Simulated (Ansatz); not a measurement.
Ansatz (a first-principles code) input:

Ansatz 0.2 input:
```yaml
crystal:
  periodic: [false, false, false]
  atoms:
    - {symbol: N, position_ang: [-1.19171291, -0.75422035, 0.09006449]}
    - {symbol: B, position_ang: [-0.00916097, 0.18464661, 0.02655541]}
    - {symbol: N, position_ang: [1.25786872, -0.57920244, -0.28183402]}
    - {symbol: O, position_ang: [-0.07269862, 1.46529819, 0.21073552]}
    - {symbol: H, position_ang: [-2.06483964, -0.25215404, 0.00284765]}
    - {symbol: H, position_ang: [-1.17973072, -1.52116936, -0.57165795]}
    - {symbol: H, position_ang: [1.32955430, -1.49864348, 0.13735602]}
    - {symbol: H, position_ang: [2.07931916, -0.03969221, -0.04482025]}
basis:
  gaussian:
    orbitals: def2-TZVPD
hamiltonian:
  xc: {name: BHLYP}
total_charge: -1
output: {forces: true}
```

Task: Which total energy does the run end on?

Result: -212.09887 Eh (BHLYP/def2-TZVPD). The basis has 187 functions.

It need not be the lowest isomer of its formula. Whether it binds its extra electron was not tested at this geometry.
